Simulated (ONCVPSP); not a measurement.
Before and after: ONCV potential for chromium

```
Element                 : chromium (Cr)
Generator               : ONCVPSP 4.0.1
Type                    : optimised norm-conserving Vanderbilt (ONCV)
Functional              : PBE
Relativity              : scalar-relativistic
Frozen core             : [Ne]
Valence charge          : 14
Reference configuration : 3s2 3p6 3d5 (charge +1)
Partial waves           : 3s: rc 0.95 bohr, ncon 3, nbas 7, qcut 5.6 1/bohr, 2 projectors, debl 2.1 Ha; 3p: rc 1.05 bohr, ncon 3, nbas 7, qcut 7.4 1/bohr, 2 projectors, debl 0.7 Ha; 3d: rc 2.05 bohr, ncon 4, nbas 8, qcut 6 1/bohr, 2 projectors, debl 1.4 Ha
Local potential         : polynomial inside 0.60 bohr (lpopt 5, dvloc0 0 Ha)
Core correction         : none
```

In the s channel the program set the typed energies aside and used -2.976, 0.250 Ha. In the p channel the program set the typed energies aside and used -1.928, 0.250 Ha.

Change: all radii scaled by about 1.22 (s 1.16, p 1.28, d 2.50 bohr); local potential polynomial inside 0.74 bohr (lpopt 5, dvloc0 0 Ha).

Cutoffs: the cutoffs (Ha) at which the residual kinetic energy of the hardest occupied pseudo-wave falls to 1 and 0.1 mHa per electron; they do not see the model core or the augmentation charge, which bear on the density cutoff. Errors are all-electron minus pseudo energies relative to the spin-unpolarised reference configuration.

Problem. What does the change do?

Solution. Of the 4 tests that both files solve, the error grows in 2 and shrinks in 2 by more than 15 % and 0.3 meV (median size 47.2 → 90.2 meV); neither file shows a bound ghost.

```tsv
quantity	base	changed
cutoffs, loose and tight	not determined	91 Ha, 151 Ha
bound ghosts	none	none
GHOST(+) flags under 300 eV	none	s at 231.0 eV
error for 3s2 3p6 3d5 4s1, meV [ΔE -6.90 eV]	+11	+9.2
error for 3s2 3p6 3d4, meV [ΔE 16.05 eV]	+83	+171
error for 3s2 3p6 3d3, meV [ΔE 46.80 eV]	+697	+1282
error for 3s2 3p6 3d5 4s0.5, meV [ΔE -4.19 eV]	+3.2	+1.8
```
